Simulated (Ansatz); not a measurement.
`C[O][Ti]([OH])([O]C)[O]C` + CH₃SH → `C[O][Ti]([OH])([O]C)[S]C` + CH₃OH  (ligand exchange at a Ti–O bond)

Isolated molecules relaxed with PBE0-D4/def2-TZVP in Ansatz; ΔE leaves out vibrations. CCSD(T)/CBS is the MP2 limit (def2-TZVPP, def2-QZVPP) plus CCSD(T) − MP2 in def2-TZVPP, frozen cores. This one scheme is used for every species. For Ti outer-core shells are correlated without core-valence functions, which leaves a few kJ/mol of doubt a bond. Scalar relativity is left out up to krypton. Each species was taken in one conformer, which may not be the lowest.

`C[O][Ti]([OH])([O]C)[O]C`:

```xyz
18

C    -2.439    0.376   -1.154
O    -1.371    0.820   -0.380
Ti    0.343    0.538    0.037
O     1.340    1.986   -0.408
O     0.919   -0.868   -0.902
C     1.851   -1.372   -1.803
O     0.489    0.212    1.788
C    -0.169   -0.044    2.986
H    -2.705    1.132   -1.900
H    -2.192   -0.556   -1.675
H    -3.314    0.197   -0.520
H     1.970    2.470    0.127
H     2.514   -2.087   -1.304
H     2.462   -0.569   -2.231
H     1.340   -1.891   -2.621
H     0.282    0.543    3.793
H    -1.232    0.218    2.921
H    -0.088   -1.105    3.247
```

CH₃SH:

Z-matrix (Å, degrees):
```
C
S 1 1.806
H 1 1.089 2 111.5
H 1 1.089 2 111.5 3 -123.8
H 1 1.090 2 106.2 3 118.1
H 2 1.342 1 97.1 3 61.9
```

`C[O][Ti]([OH])([O]C)[S]C`:

Cartesian coordinates in Å:
```
C -1.302 2.157 -0.387
O -0.497 1.107 -0.820
Ti 0.271 -0.457 -0.477
O 1.490 -0.799 -1.772
O -0.846 -1.777 -0.148
C -1.945 -2.565 0.170
S 1.354 -0.202 1.537
C 2.533 1.097 1.051
H -2.361 1.915 -0.525
H -1.128 2.366 0.674
H -1.077 3.058 -0.966
H 1.896 -1.633 -2.011
H -2.870 -1.984 0.107
H -1.841 -2.952 1.188
H -2.013 -3.412 -0.521
H 3.181 1.294 1.905
H 2.012 2.017 0.785
H 3.144 0.771 0.210
```

CH₃OH:

```xyz
6

C     0.058    0.337   -0.101
O     0.357   -0.914    0.476
H     0.942    0.963    0.018
H    -0.783    0.837    0.396
H    -0.164    0.260   -1.173
H    -0.410   -1.483    0.385
```

```
                   species  CCSD(T)/CBS(def2) energy (Eh)
`C[O][Ti]([OH])([O]C)[O]C`                    -1269.97152
                     CH₃SH                     -438.22835
`C[O][Ti]([OH])([O]C)[S]C`                    -1592.57352
                     CH₃OH                     -115.61712
```

Work out ΔE.

ΔE = (-1592.57352) + (-115.61712) − (-1269.97152) − (-438.22835) = 0.00923 Eh = +5.8 kcal/mol.

Largest T1 diagnostic among the species: 0.022, so the coupled-cluster value is less sure than usual.

At CCSD(T), def2-SVP lies +4.6 kcal/mol from the extrapolated value and def2-TZVPP +1.0 kcal/mol. The D4 term adds −1.6 kcal/mol with B3LYP and −0.9 kcal/mol with PBE0; it sums over pairs of atoms, weighted by their polarisabilities, and B3LYP, whose exchange is more repulsive, gets the larger term.

B3LYP here is the variant with VWN-RPA as its local correlation; programs differ in this.
